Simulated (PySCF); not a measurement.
methanethiol (CH$_{4}$S), singlet, at a GFN2-xTB geometry, with bond 3-2 at 2.0 times its length; B3LYP/6-31G run with PySCF.

The PySCF input:
```python
from pyscf import gto, scf, dft

mol = gto.M(
    atom='''
C    -0.059275    1.156018    0.011080
S    -0.042901   -0.665262   -0.006996
H     2.606688   -0.928947    0.011692
H    -1.103113    1.452306    0.005641
H     0.424446    1.517500    0.913197
H     0.438843    1.535384   -0.875729
''',
    basis='6-31g',
    charge=0,
    spin=0,
    verbose=4,
)

mf = dft.RKS(mol)
mf.xc = 'b3lyp'
mf.DIIS = scf.ADIIS
mf.kernel()
mf.analyze()
```

Q: Write the output that PySCF gives for this input, abridged.

A: 
```
PySCF version 2.14.0

[INPUT] verbose = 4
[INPUT] num. atoms = 6
[INPUT] num. electrons = 26
[INPUT] charge = 0
[INPUT] spin (= nelec alpha-beta = 2S) = 0
[INPUT] symmetry False subgroup None
[INPUT] Mole.unit = angstrom
[INPUT] Symbol           X                Y                Z      unit          X                Y                Z       unit  Magmom
[...]
nuclear repulsion = 52.6950826620607
number of shells = 20
number of NR pGTOs = 84
number of NR cGTOs = 30
basis = 6-31g
ecp = {}

******** <class 'pyscf.dft.rks.RKS'> ********
method = RKS
initial guess = minao
damping factor = 0
level_shift factor = 0
DIIS = <class 'pyscf.scf.diis.ADIIS'>
diis_start_cycle = 1
diis_space = 8
diis_damp = 0
SCF conv_tol = 1e-09
SCF conv_tol_grad = None
SCF max_cycles = 50
direct_scf = True
direct_scf_tol = 1e-13
XC library pyscf.dft.libxc version 7.1.2
    S. Lehtola, C. Steigemann, M. J. T. Oliveira, and M. A. L. Marques,  SoftwareX 7, 1–5 (2018)
XC functionals = b3lyp
    P. J. Stephens, F. J. Devlin, C. F. Chabalowski, and M. J. Frisch,  J. Phys. Chem. 98, 11623 (1994)
radial grids:
    Treutler-Ahlrichs [JCP 102, 346 (1995); DOI:10.1063/1.469408] (M4) radial grids

becke partition: Becke, JCP 88, 2547 (1988); DOI:10.1063/1.454033
pruning grids: <function nwchem_prune>
grids dens level: 3
symmetrized grids: False
atomic radii adjust function: <function treutler_atomic_radii_adjust>
small_rho_cutoff = 0
Set gradient conv threshold to 3.16228e-05
Initial guess from minao.
tot grids = 72232
init E= -438.438911689498
[...]
cycle= 1 E= -438.40716699289  delta_E= 0.0317  |g|= 0.397  |ddm|= 2.07
[...]
cycle= 2 E= -438.099834139254  delta_E= 0.307  |g|= 0.784  |ddm|=  1.9
[...]
cycle= 3 E= -438.480518121952  delta_E= -0.381  |g|= 0.277  |ddm|= 1.05
[...]
cycle= 4 E= -438.518380563213  delta_E= -0.0379  |g|= 0.112  |ddm|= 0.591
[...]
cycle= 5 E= -438.521500935917  delta_E= -0.00312  |g|= 0.0938  |ddm|= 0.312
[...]
cycle= 6 E= -438.526363879858  delta_E= -0.00486  |g|= 0.0213  |ddm|= 0.157
[...]
cycle= 7 E= -438.525771360572  delta_E= 0.000593  |g|= 0.0403  |ddm|= 0.0762
[...]
cycle= 8 E= -438.526490592694  delta_E= -0.000719  |g|= 0.011  |ddm|= 0.0453
[...]
cycle= 9 E= -438.526515390945  delta_E= -2.48e-05  |g|= 0.00614  |ddm|= 0.0166
[...]
cycle= 10 E= -438.526501178877  delta_E= 1.42e-05  |g|= 0.0068  |ddm|= 0.0141
[...]
cycle= 11 E= -438.526522285638  delta_E= -2.11e-05  |g|= 0.00319  |ddm|= 0.0126
[...]
cycle= 12 E= -438.526522459564  delta_E= -1.74e-07  |g|= 0.00289  |ddm|= 0.00778
[...]
cycle= 13 E= -438.526526280324  delta_E= -3.82e-06  |g|= 0.000728  |ddm|= 0.00458
[...]
cycle= 14 E= -438.526525080789  delta_E= 1.2e-06  |g|= 0.00163  |ddm|= 0.0033
[...]
cycle= 15 E= -438.52652643471  delta_E= -1.35e-06  |g|= 0.000449  |ddm|= 0.00172
[...]
cycle= 16 E= -438.526526518093  delta_E= -8.34e-08  |g|= 0.000182  |ddm|= 0.000872
[...]
cycle= 17 E= -438.526526508931  delta_E= 9.16e-09  |g|= 0.000233  |ddm|= 0.000593
[...]
cycle= 18 E= -438.5265265361  delta_E= -2.72e-08  |g|= 6.16e-05  |ddm|= 0.000299
[...]
cycle= 19 E= -438.526526533007  delta_E= 3.09e-09  |g|= 9.84e-05  |ddm|= 0.0002
[...]
cycle= 20 E= -438.526526536926  delta_E= -3.92e-09  |g|= 3.89e-05  |ddm|= 8.21e-05
[...]
cycle= 21 E= -438.526526537349  delta_E= -4.24e-10  |g|= 1.91e-05  |ddm|= 7.21e-05
[...]
Extra cycle  E= -438.526526533844  delta_E= 3.5e-09  |g|= 7.97e-05  |ddm|= 0.000147
converged SCF energy = -438.526526533844
**** SCF Summaries ****
Total Energy =                        -438.526526533844446
Nuclear Repulsion Energy =              52.695082662060727
One-electron Energy =                 -707.681710848266675
Two-electron Energy =                  216.460101652361516
Two-electron Coulomb Energy =          248.908657614725712
DFT Exchange-Correlation Energy =      -32.448555962364210
HOMO-LUMO gap [eV] =                     2.004129902617048
**** MO energy ****
[...]
 ** Mulliken pop on meta-lowdin orthogonal AOs  **
 ** Mulliken pop  **
[...]
 ** Mulliken atomic charges  **
charge of    0C =     -0.36937
charge of    1S =     -0.05907
charge of    2H =      0.01610
charge of    3H =      0.14208
charge of    4H =      0.13513
charge of    5H =      0.13513
Dipole moment(X, Y, Z, Debye): -0.04195,  1.99284,  0.01958
```
